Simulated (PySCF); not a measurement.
**Magnetic susceptibility: `C=C(C=O)[SiH](N)N`, C$_{3}$H$_{8}$N$_{2}$OSi**

Geometry:
| atom | x (Å) | y (Å) | z (Å) |
| --- | --- | --- | --- |
| C1 | -1.130 | 1.700 | -0.086 |
| C2 | -0.665 | 0.534 | -0.531 |
| C3 | -1.437 | -0.204 | -1.525 |
| O4 | -1.171 | -1.323 | -1.892 |
| Si5 | 0.913 | -0.371 | 0.032 |
| N6 | 1.486 | 0.527 | 1.394 |
| N7 | 0.690 | -1.963 | 0.648 |
| H8 | -0.609 | 2.266 | 0.667 |
| H9 | -2.058 | 2.124 | -0.448 |
| H10 | -2.320 | 0.330 | -1.937 |
| H11 | 1.801 | -0.500 | -1.128 |
| H12 | 1.729 | 1.493 | 1.251 |
| H13 | 2.207 | 0.083 | 1.939 |
| H14 | 0.257 | -2.623 | 0.021 |
| H15 | 0.302 | -2.065 | 1.572 |

Computed, not measured: GIAO HF/pcSseg-1 magnetisability, rotational g tensor and spin-rotation constants, non-relativistic, gas phase (PySCF). Geometry: GFN2-xTB.

Q: What are the magnetisability and the molar susceptibility?

A: Isotropic -1069 × 10⁻³⁰ J/T², or -64.4 × 10⁻⁶ cm³/mol; principal values -1319, -980, -909 × 10⁻³⁰ J/T², anisotropy 379 × 10⁻³⁰ J/T² (root of half the summed squared differences of the principal values). The susceptibility is in cgs units.

Q: Split it along the inertial axes a, b, c into diamagnetic and paramagnetic parts about the centre of mass, with the quadrupole moment.

A: 
```
axis  χ (10⁻⁶ cm³/mol)  diamagnetic (10⁻⁶ cm³/mol)  paramagnetic (10⁻⁶ cm³/mol)  summed x² of all electrons (Å²)  quadrupole Θ (D Å)
   a             -59.2                      -520.1                        460.8                            150.8               +1.50
   b             -55.8                      -736.1                        680.3                             99.9               +0.51
   c             -78.2                     -1064.0                        985.8                             22.6               -2.01
```
Anisotropies 2χaa − χbb − χcc = +15.5 and 2χbb − χaa − χcc = +25.8 × 10⁻⁶ cm³/mol. Θ is traceless in Buckingham's convention.

Q: And the rotational g tensor?

A: 
| axis | rotational constant (GHz) | g | nuclear part | electronic part |
| --- | --- | --- | --- | --- |
| a | 2.9331 | -0.0391 | 0.5959 | -0.6350 |
| b | 1.8635 | -0.0274 | 0.5682 | -0.5956 |
| c | 1.2385 | -0.0043 | 0.5693 | -0.5736 |

Asymmetric top; isotopes 12C, 1H, 14N, 16O, 28Si; no vibrational averaging.
